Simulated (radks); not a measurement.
Values are calculated unless marked as measured or tabulated.
The mean radii <r> (bohr) of the occupied orbitals of an atom or ion are listed with their occupations. Level of theory: Dirac Kohn-Sham, PBE, spin-unpolarised, spherical densities, point nucleus (a radial shooting solver on a logarithmic mesh with Libxc functionals).

| orbital | occ. | <r> |
|---|---|---|
| 1s1/2 | 2 | 0.01966 |
| 2s1/2 | 2 | 0.08274 |
| 2p1/2 | 2 | 0.06872 |
| 2p3/2 | 4 | 0.07622 |
| 3s1/2 | 2 | 0.2162 |
| 3p1/2 | 2 | 0.2061 |
| 3p3/2 | 4 | 0.2201 |
| 3d3/2 | 4 | 0.1935 |
| 3d5/2 | 6 | 0.1978 |
| 4s1/2 | 2 | 0.4878 |
| 4p1/2 | 2 | 0.4957 |
| 4p3/2 | 4 | 0.5281 |
| 4d3/2 | 4 | 0.5536 |
| 4d5/2 | 6 | 0.5651 |
| 5s1/2 | 2 | 1.208 |
| 5p1/2 | 2 | 1.363 |
| 5p3/2 | 4 | 1.476 |
| 4f5/2 | 6 | 0.7696 |
| 4f7/2 | 8 | 0.7902 |

Name the element and its charge. Open shells, if any, fill j = l - 1/2 first.

Answer. Z = 70, ytterbium, charge +2: Yb2+ in [Xe] 4f14. The 1s radius gives Z: for a bare nucleus <r> = (2 gamma + 1)/(2Z) with gamma = sqrt(1 - (Z/c)^2), 0.01942 bohr for Z = 70, and screening makes it slightly larger (0.01966 here). The occupations add up to 68, and the charge is Z minus that.
